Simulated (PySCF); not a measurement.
Spinor energies of Pt+ (platinum, charge +1)

Start: [Xe] 4f14 5d9; 5d3/2 filled at m_j = -3/2, -1/2, +1/2, +3/2; 5d5/2 filled at m_j = -3/2, -1/2, +1/2, +3/2, +5/2. Calculated with PySCF 2.14 in x2c-SVPall-2c (7s9p9d2f, 93 functions): generalised Hartree-Fock with the X2C-1e Hamiltonian and a Gaussian nucleus; one run each with spin-orbit coupling (SO) switched off, then screened by Boettger's factors.

| spinor shell | electrons | ε, spin-free (eV) | ε, screened SO (eV) | weight of nominal j (screened SO) | rms radius, screened SO (bohr) |
| --- | --- | --- | --- | --- | --- |
| 1s1/2 | 2 | -78834.6 | -78806.3 | 1.000 | 0.0194 |
| 2s1/2 | 2 | -14005.9 | -13997.3 | 1.000 | 0.0782 |
| 2p1/2 | 2 | -12150.2 | -13393.8 | 1.000 | 0.0663 |
| 2p3/2 | 4 | -12150.2 | -11658.8 | 1.000 | 0.0741 |
| 3s1/2 | 2 | -3363.5 | -3360.8 | 1.000 | 0.200 |
| 3p1/2 | 2 | -2814.3 | -3090.7 | 1.000 | 0.191 |
| 3p3/2 | 4 | -2814.3 | -2703.2 | 1.000 | 0.207 |
| 3d3/2 | 4 | -2209.3 | -2257.1 | 1.000 | 0.183 |
| 3d5/2 | 6 | -2209.3 | -2175.1 | 1.000 | 0.186 |
| 4s1/2 | 2 | -765.02 | -764.43 | 1.000 | 0.441 |
| 4p1/2 | 2 | -581.79 | -648.49 | 1.000 | 0.447 |
| 4p3/2 | 4 | -581.79 | -555.11 | 1.000 | 0.480 |
| 4d3/2 | 4 | -354.32 | -364.62 | 1.000 | 0.497 |
| 4d5/2 | 6 | -354.32 | -347.03 | 1.000 | 0.507 |
| 5s1/2 | 2 | -128.34 | -128.49 | 1.000 | 1.03 |
| 4f5/2 | 6 | -99.472 | -101.37 | 0.999 | 0.564 |
| 4f7/2 | 8 | -99.472 | -97.871 | 0.999 | 0.566 |
| 5p1/2 | 2 | -78.022 | -89.360 | 0.999 | 1.16 |
| 5p3/2 | 4 | -78.022 | -73.562 | 0.999 | 1.20 |
| 5d3/2 | 4 | -19.764 | -21.099 | 0.968 | 1.72 |
| 5d5/2 | 5 | -19.764 | -19.137 | 0.944 | 1.84 |

```csv
quantity,spin-free,screened SO
E (hartree),-18398.44102,-18425.19413
M_J,5/2,5/2
⟨J²⟩,9.345,10.493
⟨L²⟩,6.458,7.023
⟨S²⟩,0.887,1.197
```

The determinant has a definite M_J but mixes levels of different J.

Each row is a mean over spinors that exchange with the open shell spreads, by up to 4.226 eV (5p3/2).

Breit and QED terms are absent; they matter most for the inner s and p1/2 levels.

Densities and radii are taken from the X2C orbitals without a picture-change correction, which distorts them close to the nucleus.

Without spin-orbit coupling the j labels of p, d and f shells carry no meaning; the spin-free column gives the mean over the occupied spinors of each nl shell, and its ⟨J²⟩ belongs to a mixture of degenerate components.
